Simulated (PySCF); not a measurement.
C4H2F2O2, SMILES O=C1COC(F)=C1F.

Geometry: B3LYP-D3(BJ)/def2-SVP. This is a generated structure with no PubChem entry under its InChIKey; it may be hypothetical. The values are those of a single conformer.

These are PBE/def2-TZVP run with PySCF values and carry that method's errors.

Symmetry labels are those of the subgroup Cs that the program uses (full group Cs).

Computed valence orbital energies around the gap with their symmetry:
```csv
orbital,symmetry,energy (eV)
HOMO−7,A',-11.50
HOMO−6,A',-11.17
HOMO−5,A',-10.28
HOMO−4,A",-9.75
HOMO−3,A',-9.72
HOMO−2,A",-9.13
HOMO−1,A",-6.23
HOMO,A',-6.14
LUMO,A",-2.42
LUMO+1,A',0.02
LUMO+2,A',0.13
LUMO+3,A",0.53
```
